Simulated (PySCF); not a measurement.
CF2 (SMILES F[C]F), singlet, geometry from GFN2-xTB. Base run: PySCF with M062X/6-31+G*.

PySCF was given this input:
```python
from pyscf import gto, scf, dft, solvent

mol = gto.Mole()
mol.atom = '''
    F    -1.034387   -0.205690    0.027185
    C    -0.003952    0.589579    0.034005
    F     1.037022   -0.187362   -0.049854
'''
mol.basis = '6-31+g*'
mol.charge = 0
mol.spin = 0
mol.verbose = 4
mol.build()

mf = dft.RKS(mol)
mf.xc = 'm062x'
mf.kernel()
mf.analyze()
```

The base run was repeated with changes; each row names its change, and settings that it needs were set with it.

```csv
change,ΔE vs base (kcal/mol),dipole (D),HOMO-LUMO gap (eV)
base,0.000,0.49,9.11
model = IEF-PCM; solvent = tetrahydrofuran; lebedev_order = 11,-0.91,0.56,9.19
model = SS(V)PE; solvent = tetrahydrofuran,-0.93,0.56,9.19
model = IEF-PCM; solvent = dimethylsulfoxide,-1.15,0.57,9.21
model = COSMO; solvent = tetrahydrofuran,-0.96,0.56,9.19
model = IEF-PCM; solvent = acetonitrile,-1.14,0.57,9.21
model = IEF-PCM; solvent = n-hexane,-0.394,0.52,9.14
model = IEF-PCM; solvent = tetrahydrofuran; vdw_scale = 1.0,-2.30,0.57,9.26
model = C-PCM; solvent = tetrahydrofuran,-1.03,0.56,9.20
model = IEF-PCM; solvent = tetrahydrofuran; lebedev_order = 41,-0.94,0.56,9.19
model = IEF-PCM; solvent = tetrahydrofuran,-0.94,0.56,9.19
model = IEF-PCM; solvent = tetrahydrofuran; vdw_scale = 1.1,-1.43,0.57,9.22
```

The base is the gas phase, so ΔE is the electrostatic part of solvation at a fixed geometry, without cavity and dispersion terms.
